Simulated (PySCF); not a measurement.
**Mass spectrum arithmetic for InH2(OH)**

Species: InH2(OH), `[H][In]([H])[OH]`.

Calculated for natural abundance.

Task: Molar mass and exact mass?

Result: For H3InO, with standard atomic weights, 1 × 114.818 + 3 × 1.008 + 1 × 15.999 = 133.841 g/mol. From the most abundant isotopes (115In, 1H, 16O), 1 × 114.903878 + 3 × 1.007825 + 1 × 15.994915 = 133.9223 u.

Task: What cluster does the molecular ion M+• show when like nominal masses merge?

Result: 
```csv
nominal mass,m/z (centroid),relative intensity
132,131.9219,4.5
134,133.9217,100.0
136,135.9260,0.2
```

Lines under 0.1 % of the tallest are left out. One electron mass, 0.00055 u, is taken off. Abundances used (%; other tables differ somewhat): 113In 4.29, 115In 95.71; 1H 99.9885, 2H 0.0115; 16O 99.757, 17O 0.038, 18O 0.205.

Task: Which m/z would the protonated, sodiated and deprotonated molecule have?

Result: [M+H]+ 134.9295, [M+Na]+ 156.9115, [M−H]− 132.9150, for the monoisotopic species (arithmetic only; whether such ions form is another matter).

Task: What share of all molecules is the monoisotopic species?

Result: 0.9571 × 0.999885^3 × 0.99757 = 95.44 %.

Task: Give the mass fraction of each element.

Result: In 85.79 %, H 2.26 %, O 11.95 %.

Task: Count the protons, neutrons and electrons of the monoisotopic species, and give its exact less its nominal mass.

Result: 60 protons, 74 neutrons and 60 electrons; 133.9223 − 134 = -0.0777 u.
